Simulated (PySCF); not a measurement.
Species: C6H14P2.
SMILES with atom numbers: `[CH3:1][CH2:2][P:3]1[CH2:4][CH2:5][PH:6][CH2:7][CH2:8]1` (hydrogens: H9, H10, H11 on C1; H12, H13 on C2; H14, H15 on C4; H16, H17 on C5; H18 on P6; H19, H20 on C7; H21, H22 on C8)

Cartesian coordinates in Å at the PBE0-D3(BJ)/def2-SVP level; atoms count from 1:
```xyz
22
C6H14P2 angstrom
C      2.9081   -0.6419   -0.7462
C      1.9816    0.2462    0.0718
P      0.2965    0.4349   -0.6868
C     -0.4362   -1.2315   -0.2847
C     -1.9567   -1.2291   -0.4402
P     -2.7586   -0.2388    0.9239
C     -2.0499    1.4371    0.5059
C     -0.5287    1.4314    0.6537
H      2.5314   -1.6748   -0.8084
H      3.9131   -0.6887   -0.2994
H      3.0151   -0.2671   -1.7761
H      1.8836   -0.1319    1.1049
H      2.4014    1.2641    0.1466
H     -0.1525   -1.5319    0.7409
H      0.0120   -1.9660   -0.9740
H     -2.2387   -0.8335   -1.4306
H     -2.3509   -2.2565   -0.3752
H     -4.0329   -0.0632    0.3006
H     -2.3348    1.7423   -0.5149
H     -2.4984    2.1650    1.2018
H     -0.2401    1.0436    1.6479
H     -0.1353    2.4589    0.5815
```

The closed-shell ground state was solved at several levels (PySCF, density fitting, gas phase, non-relativistic).

```
           level  basis functions  total energy (Eh)  HOMO (eV)  LUMO (eV)  gap (eV)  dipole (D)
wB97X-D/pcSseg-1              220          -919.6317      -8.30       2.50     10.80        0.59
   PBE0/pcSseg-1              220          -919.1648      -6.45       0.73      7.18        0.60
```

(1) Estimate the row for CAM-B3LYP/def2-SVPD, a basis of 280 functions; the other rows only guide the guess.

(2) Over all these levels, which gives the widest orbital gap and which the narrowest?

(3) How far do the dipole and the HOMO energy spread over the levels?

Results:

(1) Total energy -919.2694 Eh, HOMO -7.71 eV, LUMO 1.30 eV, gap 9.01 eV, dipole 0.65 D.

(2) wB97X-D/pcSseg-1 (range-separated hybrid) has the widest, 10.80 eV, and PBE0/pcSseg-1 (global hybrid, 25 % exact exchange) the narrowest, 7.18 eV. The two share the basis. From the narrowest to the widest the HOMO moves by -1.85 eV and the LUMO by +1.77 eV.

(3) The dipole runs from 0.59 to 0.65 D (mean 0.62 D) and the HOMO from -8.30 to -6.45 eV.

One conformer stands for the species.

The pairwise dispersion term of wB97X-D wasn't added to the energies; at a given geometry it leaves orbitals and properties as they are.
